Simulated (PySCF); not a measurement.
BrGaH3N.

```xyz
6

Ga     0.4140    -0.8846     0.0000
H      1.8953    -1.3367     0.0000
Br    -0.1344     1.3526     0.0000
N     -1.0136    -1.9889     0.0000
H     -1.9742    -1.6579     0.0000
H     -0.9546    -3.0031     0.0000
```
Charge 0, spin multiplicity 1.

Geometry optimised at TPSSh-D3(BJ)/def2-SVP. One conformer was computed; it need not be the lowest.

Level of theory: PBE/pcSseg-1 run with PySCF. Non-relativistic, no solvent.

Computed absolute GIAO shielding of each atom: isotropic value and principal components (ppm):
```tsv
atom	σ(iso)	σ11	σ22	σ33	span
Ga1	1260.3	1162.9	1271.2	1346.8	183.9
H2	25.3	18.9	19.5	37.6	18.7
Br3	2529.6	2114.1	2638.6	2836.0	721.8
N4	183.6	103.4	205.6	241.8	138.4
H5	28.5	22.4	25.2	38.0	15.6
H6	28.4	22.5	23.3	39.2	16.7
```
